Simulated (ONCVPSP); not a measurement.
**Logarithmic derivatives: Be, ONCV**

Be, optimised norm-conserving Vanderbilt (ONCV), made with ONCVPSP 4.0.1 (revPBE, scalar-relativistic). Core none, reference 1s2 2s2. Waves: 1s+2s: rc 0.65 bohr, ncon 3, nbas 6, qcut 20.2 1/bohr, 3 projectors, debl 3.3 Ha; p scattering state at 0.29 Ha: rc 0.50 bohr, ncon 4, nbas 8, qcut 15.8 1/bohr, 3 projectors, debl 3.5 Ha; d scattering state at 0.02 Ha: rc 0.65 bohr, ncon 5, nbas 8, qcut 13.5 1/bohr, 2 projectors, debl 3.2 Ha. Local part: polynomial inside 0.50 bohr (lpopt 5, dvloc0 4 Ha). Core correction: none.

The phase is arctan(r·R′/R) of the radial function R(r), unwrapped; energies in Ha, scanned from -5 to 5 Ha. A pole is an energy at which the radial function vanishes at the test radius. The pseudo phase is shifted by a multiple of π to meet the all-electron one at the reference energy, and phase errors are pseudo minus all-electron; the curves can meet again beyond the range given. Levels narrower than the energy grid can be missing from the lists of poles.

```csv
channel,radius (bohr),reference energy (Ha),"poles, all-electron","poles, pseudo",unbroken range about the reference energy with phases within 0.05 rad,phase error 1 Ha above the reference energy (rad)
s,0.66,-0.21,-1.39,-1.39,the whole range,-0.000
p,0.51,0.29,none,none,the whole range,-0.002
d,0.66,0.02,none,none,the whole range,+0.000
```

Note: ghosts flagged at negative energy: d at -861.6 eV; GHOST(+) flagged for p at 438.4 eV. A true bound ghost makes a file unfit for plane-wave use.

Phases in the p channel:

| E (Ha) | all-electron | pseudo |
| --- | --- | --- |
| -4.96 | 0.723 | 0.723 |
| -4.72 | 0.708 | 0.707 |
| -4.48 | 0.692 | 0.691 |
| -4.24 | 0.675 | 0.675 |
| -4.00 | 0.658 | 0.658 |
| -3.76 | 0.641 | 0.640 |
| -3.52 | 0.622 | 0.622 |
| -3.28 | 0.603 | 0.603 |
| -3.04 | 0.584 | 0.583 |
| -2.80 | 0.563 | 0.562 |
| -2.56 | 0.542 | 0.541 |
| -2.32 | 0.520 | 0.519 |
| -2.08 | 0.497 | 0.496 |
| -1.84 | 0.474 | 0.473 |
| -1.60 | 0.450 | 0.449 |
| -1.36 | 0.424 | 0.423 |
| -1.12 | 0.399 | 0.397 |
| -0.88 | 0.372 | 0.370 |
| -0.64 | 0.344 | 0.343 |
| -0.40 | 0.315 | 0.314 |
| -0.16 | 0.286 | 0.285 |
| 0.08 | 0.256 | 0.254 |
| 0.32 | 0.225 | 0.223 |
| 0.56 | 0.193 | 0.191 |
| 0.80 | 0.160 | 0.159 |
| 1.04 | 0.127 | 0.125 |
| 1.28 | 0.093 | 0.091 |
| 1.52 | 0.058 | 0.056 |
| 1.76 | 0.023 | 0.021 |
| 2.00 | -0.013 | -0.015 |
| 2.24 | -0.049 | -0.051 |
| 2.48 | -0.085 | -0.087 |
| 2.72 | -0.122 | -0.124 |
| 2.96 | -0.158 | -0.161 |
| 3.20 | -0.195 | -0.197 |
| 3.44 | -0.232 | -0.234 |
| 3.68 | -0.268 | -0.271 |
| 3.92 | -0.304 | -0.307 |
| 4.16 | -0.340 | -0.343 |
| 4.40 | -0.376 | -0.378 |
| 4.64 | -0.411 | -0.413 |
| 4.88 | -0.445 | -0.448 |
